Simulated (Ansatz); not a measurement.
Ansatz (an electronic-structure program) input:

Ansatz 0.2 input:
```yaml
crystal:
  periodic: [false, false, false]
  atoms:
    - {symbol: La, position_ang: [0.23714265, 0.15670116, 0.03991453]}
    - {symbol: F, position_ang: [-1.29457714, 0.64011785, -1.35774548]}
    - {symbol: F, position_ang: [-0.20732629, -1.63255851, 1.10495345]}
basis:
  gaussian:
    orbitals: def2-TZVP
hamiltonian:
  xc: b3lyp
  dispersion: d3bj
magnetization: {spin_polarized: true, initial_magnetization: 1}
phonons: {temperatures: {t_min: 298.15, t_max: 298.15, t_step: 100}}
```

Question: Predict the final energy.

Answer: -231.50892 Eh (B3LYP-D3(BJ)/def2-TZVP). The basis has 102 functions.

The spin state was set by rule; other spins were not relaxed.
